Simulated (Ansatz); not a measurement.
Mean bond length (Å) of eight silicon and germanium compounds: PBE-D3(BJ) beside B3LYP-D3(BJ), computed with Ansatz (a program for electronic structure) for isolated molecules in the bases named; differences from unrounded values. The eight are the first of their class met in an unordered collection, after screening for sound electronic states; none was chosen by its value. Each level has its own optimised geometry.

| molecule | basis | B3LYP-D3(BJ) | PBE-D3(BJ) | difference |
|---|---|---|---|---|
| B(Cl)(GeH3)2 (BClGe₂H₆), SMILES Cl[B]([GeH3])[GeH3] | def2-SVP | 1.687 | 1.693 | 0.006 |
| C2H5FO2Si, SMILES O=CC[Si@H](O)F | def2-SVP | 1.366 | 1.376 | 0.010 |
| C2H7NOSi2, SMILES O1[SiH2]C(C)=N[SiH2]1 | def2-SVP | 1.471 | 1.481 | 0.010 |
| CH5FO2Si2, SMILES F[Si@H]1OC[SiH2]O1 | def2-SVP | 1.513 | 1.524 | 0.011 |
| C₃H₈O₂Si, SMILES C/C=C/O[SiH2]O | def2-SVP | 1.305 | 1.314 | 0.009 |
| C3H9NSi2, SMILES C#C[C@H](N)[SiH2][SiH3] | def2-SVP | 1.437 | 1.446 | 0.009 |
| C₂H₉NOSi₂, SMILES C=CO[SiH2]N[SiH3] | def2-SVP | 1.400 | 1.411 | 0.011 |
| C2H4FNOSi, SMILES O=C/N=C/[SiH2]F | def2-SVP | 1.400 | 1.409 | 0.009 |

PBE-D3(BJ) lies below B3LYP-D3(BJ) in 0 and above it in 8 of the eight; the mean signed difference is 0.009 and the largest 0.011 Å.
